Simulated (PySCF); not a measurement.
A structure optimised at GFN2-xTB (Å):
```
atom  x, y, z in Å
C1    -1.954   -1.037   -0.021
Si2   -1.669    0.834    0.098
O3    -0.080    1.161    0.086
Si4    1.538    1.065    0.031
C5     2.080   -0.748   -0.107
H6    -3.014   -1.272   -0.005
H7    -1.490   -1.562    0.810
H8    -1.541   -1.450   -0.938
H9    -2.170    1.361    1.369
H10   -2.224    1.537   -1.060
H11    2.007    1.670    1.279
H12    1.937    1.828   -1.153
H13    1.729   -1.333    0.739
H14    3.162   -0.834   -0.139
H15    1.687   -1.212   -1.009
```

Neutral, closed shell.

Q: Which heavy atoms are bonded, and with what formal order?

A: C1–Si2 1.90 Å (single); Si2–O3 1.62 Å (single); O3–Si4 1.62 Å (single); Si4–C5 1.90 Å (single). Bonds to hydrogen (Å): C1–H6 1.09; C1–H7 1.09; C1–H8 1.09; Si2–H9 1.46; Si2–H10 1.46; Si4–H11 1.46; Si4–H12 1.46; C5–H13 1.09; C5–H14 1.09; C5–H15 1.09.

Q: Give the structure as a SMILES string.

A: `C[SiH2]O[SiH2]C`, C2H10OSi2. Among its features: Si–H bond, siloxane link and C–Si bond.

Q: What is the point group of this geometry?

A: C2v (tolerance 0.08 Å).

Q: Classify the heavy atoms.

A: C1/C5: Si-methyl carbon; Si2/Si4: oxygen-bound silicon; O3: siloxane oxygen.

Q: What is the arrangement about Si2?

A: It has 4 neighbours (C1, O3, H9, H10) and is distorted tetrahedral (angles from 105.6° to 112.6°).

Q: What is the arrangement about C1?

A: It has 4 neighbours (Si2, H6, H7, H8) and is tetrahedral (angles from 107.4° to 111.7°).

All values are computed, not measured.
